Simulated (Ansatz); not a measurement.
```xyz
6

C     0.0000    0.0000   -0.7812
C     0.0000    0.0000    0.7812
H     0.0000   -1.0071   -1.4068
H     0.0000    1.0071   -1.4068
H    -1.0071    0.0000    1.4068
H     1.0071    0.0000    1.4068
```

Basis set: 6-31G* (spherical functions). Correlated methods keep 2 orbitals frozen. Charge 0, multiplicity 3.

Computed with Ansatz (development build ahead of 0.2.0); each method stands on the lowest determinant of its kind that the runs found.

Q: Give the atomization energy at this shape (free ground-state atoms in the same class of orbitals less the molecule, no zero-point energy) of triplet C₂H₄ by UHF-MP2, UHF.

A:

```csv
method,atomization energy
UHF-MP2,18.74 eV
UHF,15.66 eV
```

Caution: another spin multiplicity may lie lower; the shape is not the minimum.
